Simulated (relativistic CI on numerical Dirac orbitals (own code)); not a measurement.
# Ho10+: q coefficients and field-shift factors

Method of calculation: Dirac-Coulomb-Breit CI, KLI orbitals optimised for each configuration, derivatives by finite differences, unscaled Slater integrals, QED left out (own radial code, finite nucleus).

Configurations in the expansion (outside the closed core [Ar] 3d10 4p6 4d10): 4s²4f⁹5s², 4s²4f¹¹, 4s²4f¹⁰5s, 4s²4f¹⁰6s, 4s²4f⁹6s², 4f¹¹5s². The list is cut by size and lacks configurations that can hold low levels.

With x = (α/α₀)² − 1 an excitation energy changes as ω = ω₀ + qx; K = 2q/ω₀ is the relative enhancement. Terms are leading LS components, so labels can repeat. The field-shift factor is F = δν/δ⟨r²⟩ for the transition from the lowest level.

Lowest level 4s²4f⁹5s² ⁶H°15/2.

| Level | ω₀ (cm⁻¹) | q (cm⁻¹) | K | F (GHz/fm²) |
| --- | --- | --- | --- | --- |
| 4s²4f⁹5s² ⁶H°13/2 | 4132.6 | 4208 | 2.04 | 0.227 |
| 4s²4f⁹5s² ⁶H°11/2 | 7084.4 | 6474 | 1.83 | 0.36 |
| 4s²4f⁹5s² ⁶H°9/2 | 9374.1 | 8233 | 1.76 | 0.464 |
| 4s²4f⁹5s² ⁶H°7/2 | 11148.0 | 9609 | 1.72 | 0.545 |
| 4s²4f⁹5s² ⁶F°11/2 | 11567.6 | 2770 | 0.479 | 0.287 |
| 4s²4f⁹5s² ⁶H°5/2 | 12471.8 | 10620 | 1.7 | 0.605 |
| 4s²4f⁹5s² ⁶F°9/2 | 13255.4 | 3083 | 0.465 | 0.328 |
| 4s²4f⁹5s² ⁶F°7/2 | 15529.2 | 5673 | 0.731 | 0.464 |
| 4s²4f⁹5s² ⁶F°5/2 | 17245.3 | 7311 | 0.848 | 0.554 |
| 4s²4f⁹5s² ⁶F°3/2 | 18285.7 | 7815 | 0.855 | 0.59 |
| 4s²4f⁹5s² ⁶F°1/2 | 18947.7 | 8406 | 0.887 | 0.623 |
| 4s²4f⁹5s² ⁴F°9/2 | 28644.9 | 602.3 | 0.042 | 0.497 |
| 4s²4f⁹5s² ⁴I°15/2 | 29158.0 | -2041 | -0.14 | 0.409 |

At this charge energies of transitions that change n are usually good to better than 1 %, and those within a shell (Δn = 0) to a few per cent. Terms inside the open d or f shell come out 10 to 20 % too wide with unscaled integrals. Levels and lines within the n = 5 or 6 shells can be off by up to 10 % or somewhat more, and those that change n by about 2 %, since core polarisation is missing.
